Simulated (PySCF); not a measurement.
Species: C7H5ClO3S.
Atom-mapped SMILES: `[O:1]=[CH:2][c:3]1[cH:4][cH:5][c:6]([S:7](=[O:8])(=[O:9])[Cl:10])[cH:11][cH:12]1`

Geometry (GFN2-xTB, Å), atoms numbered from 1 in this order:
```xyz
17
C7H5ClO3S angstrom
O     -3.776   -0.863   -0.565
C     -3.104    0.030   -0.126
C     -1.629    0.008   -0.033
C     -0.941    1.097    0.505
C      0.440    1.066    0.585
C      1.099   -0.056    0.129
S      2.874   -0.071    0.196
O      3.349    0.842    1.182
O      3.374   -1.405    0.168
Cl     3.292    0.756   -1.624
C      0.449   -1.147   -0.409
C     -0.931   -1.114   -0.488
H     -3.559    0.965    0.253
H     -1.490    1.958    0.856
H      1.012    1.881    0.998
H      1.027   -1.993   -0.743
H     -1.492   -1.941   -0.896
```

NICS = −σ at a ghost point: NICS(0) at the centroid of the ring atoms, NICS(1) 1 Å to either side along the normal of their mean plane, zz for the tensor component along that normal. Level: GIAO PBE0/pcSseg-1 (PySCF, non-relativistic, gas phase) on the GFN2-xTB geometry, one conformer.

Ring bond lengths (Å), with Mayer bond orders in brackets: C3–C4 1.395 (1.35), C4–C5 1.384 (1.43), C5–C6 1.379 (1.37), C6–C11 1.379 (1.35), C11–C12 1.383 (1.43), C12–C3 1.397 (1.37).

Q: What do the NICS probes read (ppm)?

A: 
```json
{"ring": "C3–C4–C5–C6–C11–C12", "type": "6-membered carbocycle; formal bonds all aromatic", "NICS(0)": "-9.4", "NICS(1), two faces": "-11.7 / -11.4", "NICS(1)zz, two faces": "-27.6 / -27.0", "rms pucker (Å)": "0.00", "centre to ring atoms, mean (Å)": "1.39"}
```

Q: What can be read from them?

A: 
- C3–C4–C5–C6–C11–C12: mean NICS(1)zz -27.3 ppm, shielded. For a flat ring without four-coordinate atoms the NICS criterion counts such a value as aromatic.

Q: What does the geometric index give? HOMA = 1 − mean of α(R − Ropt)² over the ring bonds, with Krygowski's 1993 parameters (CC: Ropt 1.388 Å, α 257.7 Å⁻²).

A: 
- C3–C4–C5–C6–C11–C12: HOMA 0.99 = 1 − EN − GEO, with mean bond length 1.386 Å, EN = α(Ropt − mean)² = 0.001 and GEO = α × variance = 0.014. The geometric and the magnetic index point the same way.

Q: List the ring angles and the Hirshfeld charges of the ring atoms.

A: 
- C3–C4–C5–C6–C11–C12: C3 120.4° (-0.003 e), C4 119.8° (-0.023 e), C5 118.4° (-0.034 e), C6 123.2° (-0.023 e), C11 118.3° (-0.030 e), C12 120.0° (-0.017 e); sum 720.0° against 720° for a flat convex ring.

Q: How shielded are the nuclei of the rings and their hydrogens (means over atoms taken as equivalent)?

A: 
| atoms | environment | σ isotropic (ppm) | principal values of the symmetric part, first atom (ppm) |
| --- | --- | --- | --- |
| C3 | substituted aromatic carbon | 42.1 | -53.2, 13.2, 166.3 |
| C4 (×2) | aromatic CH carbon | 49.2 | -50.6, 14.6, 176.8 |
| C5 (×2) | aromatic CH carbon | 54.9 | -41.2, 25.1, 180.4 |
| C6 | substituted aromatic carbon | 30.4 | -43.0, 15.0, 119.3 |
| H14 (×2) | aromatic hydrogen | 23.30 | 20.7, 23.8, 26.3 |
| H15 (×2) | aromatic hydrogen | 23.29 | 18.9, 22.4, 28.6 |

Hardware: an Intel Xeon Platinum 8259CL at 2.50 GHz with one thread, no GPU (shared host). Cost: 77 s wall, 1.1 GiB resident at most. This is the whole shielding run at PBE0/pcSseg-1, SCF included.
